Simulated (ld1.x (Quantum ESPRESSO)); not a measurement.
## Logarithmic derivatives: La (Z = 57), PAW

La, PAW, made with ld1.x (Quantum ESPRESSO) 7.5 (PBE, scalar-relativistic). Core [Kr] 4d10, reference 4f0 5s2 5p6 5d2 6s1 6p0. Waves: 5s (bound): rcut 2.00, rcutus 2.55 bohr; 6s (bound): rcut 2.00, rcutus 2.55 bohr; 5p (bound): rcut 2.40, rcutus 2.80 bohr; 6p (bound, empty): rcut 2.40, rcutus 2.80 bohr; 5d (bound): rcut 2.55, rcutus 3.15 bohr; 5d channel at 5 Ry: rcut 2.55, rcutus 3.15 bohr; 4f (bound, empty): rcut 1.45, rcutus 1.85 bohr; 4f channel at 3.2 Ry: rcut 1.45, rcutus 1.85 bohr. Local part: all-electron potential smoothed inside 1.45 bohr (lloc = -1). Core correction: a·sin(br)/r model core, default radius (core density twice the valence density). Augmentation charge: PSQ, inside the norm-conserving radii.

The phase is arctan(r·u′/u) with u = r·R(r), unwrapped; energies in Ry, scanned from -5 to 5 Ry. A pole is an energy at which the radial function vanishes at the test radius. The pseudo phase is shifted by a multiple of π to meet the all-electron one at the reference energy, and phase errors are pseudo minus all-electron; the curves can meet again beyond the range given. Levels narrower than the energy grid can be missing from the lists of poles. Where the grid stepped over a known ghost or core level, its pole and its step of π were put in at the level’s energy.

```json
{"channel": "s", "radius (bohr)": "3.41", "reference energy (Ry)": "-0.23", "poles, all-electron": "-2.71, 1.81", "poles, pseudo": "-4.95, -2.71, 1.83", "unbroken range about the reference energy with phases within 0.05 rad": "-4.9 to 3.9", "phase error 1 Ry above the reference energy (rad)": "+0.001"}
{"channel": "p", "radius (bohr)": "3.41", "reference energy (Ry)": "-0.08", "poles, all-electron": "-1.43, 2.79", "poles, pseudo": "-2.99, -1.43, 1.68", "unbroken range about the reference energy with phases within 0.05 rad": "-2.8 to 0.4", "phase error 1 Ry above the reference energy (rad)": "-0.232"}
{"channel": "d", "radius (bohr)": "3.41", "reference energy (Ry)": "-0.16", "poles, all-electron": "0.39, 4.57", "poles, pseudo": "0.38, 4.56", "unbroken range about the reference energy with phases within 0.05 rad": "below 1.7", "phase error 1 Ry above the reference energy (rad)": "-0.007"}
{"channel": "f", "radius (bohr)": "3.41", "reference energy (Ry)": "-0.20", "poles, all-electron": "-0.16, 2.59", "poles, pseudo": "-0.16, 2.59", "unbroken range about the reference energy with phases within 0.05 rad": "the whole range", "phase error 1 Ry above the reference energy (rad)": "+0.001"}
```

Note: ghost state, extra bound levels that the all-electron valence spectrum of the same l lacks: s at -67.3 eV (p not tested). A true bound ghost makes a file unfit for plane-wave use. Its overlap operator is not positive definite in a basis up to 400 Ry (lowest eigenvalue p -0.20), so the file is unfit for use: the generalised eigenproblem breaks down once the basis is large enough, and its test numbers describe a broken file.

Phases in the p channel:

```json
{"E (Ry)": "-5.00", "all-electron": "1.431", "pseudo": "4.574"}
{"E (Ry)": "-4.74", "all-electron": "1.426", "pseudo": "4.570"}
{"E (Ry)": "-4.48", "all-electron": "1.421", "pseudo": "4.566"}
{"E (Ry)": "-4.22", "all-electron": "1.416", "pseudo": "4.561"}
{"E (Ry)": "-3.96", "all-electron": "1.410", "pseudo": "4.556"}
{"E (Ry)": "-3.70", "all-electron": "1.403", "pseudo": "4.551"}
{"E (Ry)": "-3.44", "all-electron": "1.394", "pseudo": "4.549"}
{"E (Ry)": "-3.18", "all-electron": "1.384", "pseudo": "4.560"}
{"E (Ry)": "-2.92", "all-electron": "1.372", "pseudo": "1.280"}
{"E (Ry)": "-2.66", "all-electron": "1.356", "pseudo": "1.332"}
{"E (Ry)": "-2.40", "all-electron": "1.333", "pseudo": "1.317"}
{"E (Ry)": "-2.14", "all-electron": "1.294", "pseudo": "1.281"}
{"E (Ry)": "-1.88", "all-electron": "1.197", "pseudo": "1.184"}
{"E (Ry)": "-1.62", "all-electron": "-0.253", "pseudo": "-0.274"}
{"E (Ry)": "-1.36", "all-electron": "-1.637", "pseudo": "-1.639"}
{"E (Ry)": "-1.10", "all-electron": "-1.742", "pseudo": "-1.746"}
{"E (Ry)": "-0.84", "all-electron": "-1.800", "pseudo": "-1.802"}
{"E (Ry)": "-0.58", "all-electron": "-1.853", "pseudo": "-1.855"}
{"E (Ry)": "-0.32", "all-electron": "-1.919", "pseudo": "-1.920"}
{"E (Ry)": "-0.06", "all-electron": "-2.017", "pseudo": "-2.017"}
{"E (Ry)": "0.20", "all-electron": "-2.188", "pseudo": "-2.193"}
{"E (Ry)": "0.46", "all-electron": "-2.553", "pseudo": "-2.608"}
{"E (Ry)": "0.72", "all-electron": "-3.313", "pseudo": "-3.540"}
{"E (Ry)": "0.98", "all-electron": "-4.003", "pseudo": "-4.222"}
{"E (Ry)": "1.24", "all-electron": "-4.316", "pseudo": "-4.496"}
{"E (Ry)": "1.50", "all-electron": "-4.467", "pseudo": "-4.640"}
{"E (Ry)": "1.76", "all-electron": "-4.554", "pseudo": "-4.744"}
{"E (Ry)": "2.02", "all-electron": "-4.611", "pseudo": "-4.849"}
{"E (Ry)": "2.28", "all-electron": "-4.653", "pseudo": "-4.999"}
{"E (Ry)": "2.54", "all-electron": "-4.686", "pseudo": "-5.324"}
{"E (Ry)": "2.80", "all-electron": "-4.713", "pseudo": "-6.307"}
{"E (Ry)": "3.06", "all-electron": "-4.738", "pseudo": "-7.200"}
{"E (Ry)": "3.32", "all-electron": "-4.762", "pseudo": "-7.483"}
{"E (Ry)": "3.58", "all-electron": "-4.785", "pseudo": "-7.603"}
{"E (Ry)": "3.84", "all-electron": "-4.811", "pseudo": "-7.670"}
{"E (Ry)": "4.10", "all-electron": "-4.841", "pseudo": "-7.714"}
{"E (Ry)": "4.36", "all-electron": "-4.878", "pseudo": "-7.745"}
{"E (Ry)": "4.62", "all-electron": "-4.928", "pseudo": "-7.769"}
{"E (Ry)": "4.88", "all-electron": "-5.004", "pseudo": "-7.789"}
```
